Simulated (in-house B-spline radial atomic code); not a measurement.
The cadmium ion Cd⁶⁺: [Kr] 4d5 7p1 (an excited or competing configuration)

All numbers are computed (Dirac-Hartree-Fock, average of configuration; Fermi nucleus of rms radius 4.6087 fm) with a B-spline radial code for spherical atoms, not measured.

Screening seen three ways: the hydrogenic charge with the same mean radius, Z_r = [3n² - l(l+1)]/(2<r>), the one with the same energy, Z_e = n√(-2ε), and Slater's rules. Values are occupation-weighted means over j. An effective charge above Z reflects the relativistic contraction of the inner shells.

```csv
shell,electrons,ε (eV),<r> (bohr),Z_r,Z_e,Slater
1s,2,-26984,0.03039,49.36,44.53,47.70
2s,2,-4194.2,0.131,45.79,35.12,43.85
2p,6,-3771.9,0.1147,43.58,33.30,43.85
3s,2,-913.83,0.3557,37.95,24.59,36.75
3p,6,-771.29,0.3546,35.25,22.59,36.75
3d,10,-546.93,0.3333,31.50,19.02,26.85
4s,2,-236.69,0.8564,28.02,16.68,20.25
4p,6,-189.63,0.9149,25.14,14.93,20.25
4d,5,-123.18,1.052,19.97,12.04,10.60
7p,1,-24.141,5.834,12.43,9.32,7.00
```

The least bound orbital is 7p3/2 at -24.05 eV, and it is also the most diffuse (<r> = 5.856 bohr).

Spin-orbit splittings of the orbital energies (j = l + 1/2 above j = l - 1/2 when positive): 2p 193.4 eV, 3p 35.7 eV, 3d 7.148 eV, 4p 6.695 eV, 4d 0.9942 eV, 7p 0.2654 eV.

For the 1s electron the small component carries 3.1 % of the norm, the zero-frequency Breit interaction raises the level by 59.44 eV, self-energy by 33.35 eV, and vacuum polarisation lowers it by 4.252 eV.

The density falls to 0.001 bohr⁻³ at 3.294 bohr; Σ<r²> = 54.25 bohr² gives, by the non-relativistic formula and without the paramagnetism of open shells, a Langevin diamagnetic susceptibility of -42.97×10⁻⁶ cm³/mol.
